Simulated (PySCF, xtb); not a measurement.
formaldehyde (CH₂O), SMILES C=O.

xtb 6.7.1 with GFN2-xTB at its own geometry gives an orbital gap of 3.62 eV and a dipole moment of 2.34 D.

The structure is a stationary point at PBE0-D3(BJ)/def2-TZVPD.

Question: What does PySCF with CAM-B3LYP/def2-TZVPD give? (Estimate from the structure and the level; the computed values follow.)

Answer: gap 9.19 eV (levels -9.35 and -0.16 eV), dipole 2.45 D.
